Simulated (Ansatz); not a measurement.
WN4H6⁺, that is WN(NH2)3 with one electron fewer, relaxed as a doublet with UKS PBE0-D4/def2-SVP in Ansatz, starting from the PBE0-D4/def2-SVP geometry of the neutral singlet. Force threshold 0.02 eV/Å.

In the def2 sets W takes a core potential; there is no spin–orbit coupling. The relaxation made no stability test and no search for a lower SCF solution. No other spin state of charge 1 was run.

Start:

Cartesian coordinates in Å:
```
W -0.060 -0.301 0.028
N -0.381 -1.925 0.172
N -1.361 0.542 1.226
H -2.050 0.051 1.785
H -1.439 1.544 1.374
N -0.352 0.061 -1.876
H -0.239 0.972 -2.311
H -0.636 -0.624 -2.569
N 1.805 -0.143 0.609
H 2.391 -0.909 0.921
H 2.324 0.731 0.641
```

```csv
step,energy (eV),largest force component (eV/Å),SCF passes
1,-7865.8593,1.099,23
2,-7865.9024,0.172,28
3,-7865.9048,0.019,30
```

Force components are those of the run's own axes.

End:

Cartesian coordinates in Å:
```
W -0.052 -0.264 0.024
N -0.372 -1.874 0.169
N -1.386 0.550 1.249
H -2.072 0.028 1.801
H -1.493 1.555 1.421
N -0.359 0.061 -1.910
H -0.254 0.965 -2.380
H -0.645 -0.652 -2.587
N 1.838 -0.146 0.621
H 2.407 -0.939 0.929
H 2.390 0.716 0.664
```

By distances, no bond broke or formed. The bond that changes most is W1–N3, from 1.96 to 1.99 Å (atoms count from 1).

No frequencies were taken in this run, so the end may be a saddle point.

Hardware: 4 threads of Arm Neoverse V2 on a shared host. Wall time 8 s.
